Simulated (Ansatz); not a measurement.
Molecule: silanone, sum formula H2SiO (charge 0, singlet). 
Geometry from a B3LYP-D3(BJ)/def2-TZVP (Ansatz, a program for electronic structure) optimisation:
```xyz
4

Si     0.0729    -0.4313    -0.0029
O     -0.1804     1.0669     0.0071
H     -0.9986    -1.4531    -0.0255
H      1.4209    -1.0442     0.0090
```
Charge 0, spin multiplicity 1.

Property: vertical ionisation energy (to the doublet state of charge +1; each state is the SCF solution reached for its spin), in eV. Correlated levels leave the core frozen unless marked. UHF or UKS for open shells. No spin-orbit coupling. No relativistic terms. CBS(X,Y): correlation extrapolated as X^-3; Hartree-Fock from the larger set.

```tsv
level	program	vertical ionisation energy (eV)
B3LYP/def2-TZVPD	Ansatz	[?]
wB97M-V/def2-TZVPD	Ansatz	[?]
SCS-MP2/def2-TZVPPD	Ansatz	11.09
CCSD/aug-cc-pV(T+d)Z	Ansatz	10.72
CCSD/def2-QZVPPD	Ansatz	10.74
CCSD(T)/CBS(def2-TZVPPD,def2-QZVPPD)	Ansatz	[?]
```

Task: Some entries are withheld; supply them.

Result: 
- B3LYP/def2-TZVPD, vertical ionisation energy (eV): 10.79
- wB97M-V/def2-TZVPD, vertical ionisation energy (eV): 10.77
- CCSD(T)/CBS(def2-TZVPPD,def2-QZVPPD), vertical ionisation energy (eV): 10.98
